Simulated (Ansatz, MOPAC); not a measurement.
Errors in the atomisation enthalpy at 298 K

6 molecules with two or more fluorines; the atomisation enthalpy at 298 K in kJ/mol, computed less measured. Shapes, held fixed at every level: PBE0-D4/def2-TZVP. Thermal terms are harmonic and unscaled (PBE0-D4/def2-TZVP); the spin-orbit lowering of the free atoms is taken from their spectra. Programs: Ansatz 0.2.0, MOPAC 23.2.5. Measured values: NIST-JANAF tables.

Levels: A = PM6; B = HF/def2-SVP; C = B2PLYP/def2-TZVPP; D = CCSD/def2-TZVPP.

```
                     molecule  from tabulated heats    A      B    C     D
 BClF2 (chlorodifluoroborane)                  1736   +4   -390  -11   -80
            BHF2 (SMILES FBF)                  1681  -19   -362   -5   -63
      SOF2 (thionyl fluoride)                  1229  -14   -773  +11   -96
    SO2F2 (sulfuryl fluoride)                  1693  -17  -1110  -50  -176
   SF4 (sulfur tetrafluoride)                  1358   +7   -887  -34  -145
C2F3N (cyanotrifluoromethane)                  2640   +4   -962  -21  -177
```

Problem. Sum up the errors.

Solution. 
```json
{"level": "PM6", "kind": "semi-empirical", "mean error": "-5.8", "mean absolute error": "10.8", "worst case": "BHF2"}
{"level": "HF/def2-SVP", "kind": "Hartree–Fock", "mean error": "-747.3", "mean absolute error": "747.3", "worst case": "SO2F2"}
{"level": "B2PLYP/def2-TZVPP", "kind": "double hybrid", "mean error": "-18.3", "mean absolute error": "22.0", "worst case": "SO2F2"}
{"level": "CCSD/def2-TZVPP", "kind": "coupled cluster or CI", "mean error": "-122.8", "mean absolute error": "122.8", "worst case": "C2F3N"}
```

On this set PM6 has the smallest mean absolute error and HF/def2-SVP the largest. HF/def2-SVP is too low in 6 of 6; B2PLYP/def2-TZVPP is too low in 5 of 6; CCSD/def2-TZVPP is too low in 6 of 6. The heats of SO2F2, SF4, C2F3N come from older tables and can be uncertain by 10 kJ/mol or more. Heats of the atoms come from ATcT where it has them, that of boron, 570 kJ/mol, from recent work. The levels differ in basis as well as in method. With so many references in doubt the order of the levels isn't settled. The tabulated values of BClF2, BHF2, SOF2 are in doubt (older tables, estimates, or at odds with other calculations) and kept here. Over the 3 molecules whose values aren't doubted the mean absolute errors are A 9.3; B 986.3; C 35.0; D 166.0. A functional in a double-zeta set wins here by errors that cancel. Hartree–Fock lacks correlation and underbinds. Correlated wave functions converge slowly with the basis. CCSD also lacks the triples, which bind further. NDDO methods were fitted to heats of formation, often of these very molecules. The set is small.
